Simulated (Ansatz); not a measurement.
Sn₃Br₈. The state is a singlet with charge 0. Geometry PBE-D4/def2-SVP.

Cartesian coordinates in Å:
```
Sn 1.621 0.471 1.886
Sn -1.285 1.521 -0.912
Sn 0.317 -2.750 -0.677
Br 4.146 0.912 1.920
Br -0.388 3.299 0.664
Br -1.021 1.551 -3.409
Br -3.730 2.154 -0.753
Br 1.429 0.596 -0.936
Br 1.824 -2.370 1.617
Br -1.175 -4.569 0.367
Br -1.738 -0.814 0.232
```

In the def2 sets Sn takes a core potential, while STO-3G treats all electrons; there is no spin–orbit coupling. The structure comes from a short search, and lower isomers may exist.

Task: Estimate the orbital energies around the gap (eV) in Ansatz with HF/STO-3G, PBE-D4/def2-SVP, r2SCAN-D4/def2-SVP.

Result: 
| orbital | HF/STO-3G | PBE-D4/def2-SVP | r2SCAN-D4/def2-SVP |
| --- | --- | --- | --- |
| HOMO−9 | -9.06 | -7.67 | -8.13 |
| HOMO−8 | -8.77 | -7.48 | -7.93 |
| HOMO−7 | -8.69 | -7.36 | -7.77 |
| HOMO−6 | -8.60 | -7.22 | -7.64 |
| HOMO−5 | -8.52 | -7.12 | -7.54 |
| HOMO−4 | -8.51 | -7.11 | -7.52 |
| HOMO−3 | -8.49 | -7.06 | -7.47 |
| HOMO−2 | -8.44 | -6.93 | -7.34 |
| HOMO−1 | -6.66 | -6.85 | -7.24 |
| HOMO | -6.42 | -6.68 | -7.06 |
| LUMO | 3.51 | -5.03 | -5.13 |
| LUMO+1 | 3.71 | -3.43 | -3.43 |
| LUMO+2 | 4.29 | -3.01 | -2.98 |
| LUMO+3 | 4.72 | -2.65 | -2.61 |
| LUMO+4 | 4.94 | -2.48 | -2.44 |
| LUMO+5 | 6.02 | -2.01 | -1.92 |
